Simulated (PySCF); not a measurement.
Species: CH8AlAs.
Z-matrix (Å and degrees, PBE0-D3(BJ)/def2-SVP geometry), rows numbered from 1:
```
C 
Al  1  1.9737
As  2  2.6423  1  100.36
H   1  1.1044  2  109.54  3  -177.46
H   1  1.1024  2  113.04  3    63.75
H   1  1.1029  2  112.77  3   -59.14
H   2  1.6049  1  119.58  3  -101.75
H   2  1.6051  1  119.26  3   101.19
H   3  1.5122  2  120.00  1    57.67
H   3  1.5107  2  118.21  1   175.78
H   3  1.5116  2  121.70  1   -64.14
```

Jobs on this species (11 atoms, 60 electrons) with PySCF (density fitting). Hardware of each: an Arm Neoverse V1 with one thread (shared host). The host was shared with other jobs, so the times are rough. Peak memory is the resident size of the whole Python process, interpreter and libraries included.

```tsv
level and settings	work	basis functions	SCF cycles	wall time	peak memory
delta-SCF UKS SCAN, def2-TZVP on the ionised atom, pcseg-1 elsewhere, spin-free X2C	ΔSCF core ionisation, 3 holes	118	?	?	?
delta-SCF UKS HF, pcX-2 on the ionised atom, pcseg-1 elsewhere, spin-free X2C	ΔSCF core ionisation, 3 holes	141	?	?	?
PBE0-D3(BJ)/def2-SVP, grid level 1	geometry optimisation from a GFN2-xTB start shaken at random	104	104	74 s	0.42 GiB
delta-SCF UKS SCAN, pcX-2 on the ionised atom, pcseg-1 elsewhere, non-relativistic	ΔSCF core ionisation, 3 holes	141	38	13 s	0.52 GiB
delta-SCF UKS SCAN, pcX-1 on the ionised atom, pcseg-1 elsewhere, spin-free X2C	ΔSCF core ionisation, 3 holes	121	38	11 s	0.52 GiB
delta-SCF UKS B3LYP, pcX-2 on the ionised atom, pcseg-1 elsewhere, spin-free X2C	ΔSCF core ionisation, 3 holes	141	34	17 s	0.56 GiB
delta-SCF UKS SCAN, pcX-2 on the ionised atom, pcseg-1 elsewhere, spin-free X2C	ΔSCF core ionisation, 3 holes	141	38	13 s	0.42 GiB
delta-SCF UKS PBE, pcX-2 on the ionised atom, pcseg-1 elsewhere, spin-free X2C	ΔSCF core ionisation, 3 holes	141	38	8.6 s	0.52 GiB
delta-SCF UKS PBE0, pcX-2 on the ionised atom, pcseg-1 elsewhere, spin-free X2C	ΔSCF core ionisation, 3 holes	141	34	16 s	0.52 GiB
```

Fill in the missing figures.

- delta-SCF UKS SCAN, def2-TZVP on the ionised atom, pcseg-1 elsewhere, spin-free X2C; ΔSCF core ionisation, 3 holes: 12 s, 0.52 GiB, 36 SCF cycles
- delta-SCF UKS HF, pcX-2 on the ionised atom, pcseg-1 elsewhere, spin-free X2C; ΔSCF core ionisation, 3 holes: 10 s, 0.52 GiB, 35 SCF cycles

What do all jobs in the table cost together?

About 2.9 min; the longest takes about 42 % of that, and about 8.6 times as long as the shortest.
